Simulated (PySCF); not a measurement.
**Polarisability and C₆ of Rb (rubidium, neutral)**

[Kr] 5s1, 2S determinant. Computed with PySCF 2.14 in aug-cc-pwCVTZ-X2C (10s9p7d3f, 93 functions), with the spin-free X2C one-electron Hamiltonian (Gaussian nucleus). Coupled (time-dependent) response in atomic units; α is the mean over directions.

| method | mean α (bohr³) | C₆ (like pair) | S(−4) |
| --- | --- | --- | --- |
| wB97M-V | 353.9 | 5144 | 128600 |

S(−4) is the Cauchy moment in α(ω) = α(0) + S(−4) ω² + …

Reference α: 319.8 ± 0.3 bohr³ (recommended; Schwerdtfeger and Nagle, table of static dipole polarizabilities (2023 update)). Published C₆: 4769 (Chu and Dalgarno (2004); Tang, Norbeck and Certain (1976)).

α(iu) at wB97M-V:

```json
{"u (hartree)": "0", "α(iu) (bohr³)": "353.9"}
{"u (hartree)": "0.0500", "α(iu) (bohr³)": "187.8"}
{"u (hartree)": "0.100", "α(iu) (bohr³)": "82.36"}
{"u (hartree)": "0.200", "α(iu) (bohr³)": "30.65"}
{"u (hartree)": "0.300", "α(iu) (bohr³)": "18.29"}
{"u (hartree)": "0.500", "α(iu) (bohr³)": "10.49"}
{"u (hartree)": "0.750", "α(iu) (bohr³)": "6.796"}
{"u (hartree)": "1.00", "α(iu) (bohr³)": "4.821"}
{"u (hartree)": "1.50", "α(iu) (bohr³)": "2.757"}
{"u (hartree)": "2.00", "α(iu) (bohr³)": "1.762"}
{"u (hartree)": "3.00", "α(iu) (bohr³)": "0.8855"}
{"u (hartree)": "5.00", "α(iu) (bohr³)": "0.3512"}
```

A single London oscillator, α(iu) = α/(1 + u²/ω²), gives C₆ = (3/4) ω α². Matching the computed C₆ needs ω = 4 × 5144 / (3 × 353.9²) = 0.0548 hartree.
